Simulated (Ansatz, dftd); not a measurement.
Reaction: CH6NSi (SMILES C[N][SiH3], doublet) → CH6NSi (SMILES [CH2][SiH2]N, doublet)
Each species at its own B3LYP-D3(BJ)/def2-TZVP minimum (Ansatz, a first-principles code), one conformer.

Quantity: isomerisation energy (electronic), in kcal/mol. UHF or UKS for unpaired electrons; spin-orbit terms are left out. Cores are frozen in correlated methods. No relativity. Double hybrids freeze cores in their MP2 part.

```tsv
level	program	isomerisation energy (kcal/mol)
r2SCAN/def2-TZVPD	Ansatz	-21.2
PBE0-D3(BJ)/def2-TZVPD	Ansatz + dftd3	-20.8
CAM-B3LYP-D4/def2-TZVPD	Ansatz + dftd4	-20.5
B2PLYP/def2-TZVPD	Ansatz	-21.4
CCSDT(Q)/cc-pV(D+d)Z	Ansatz	-16.3
```
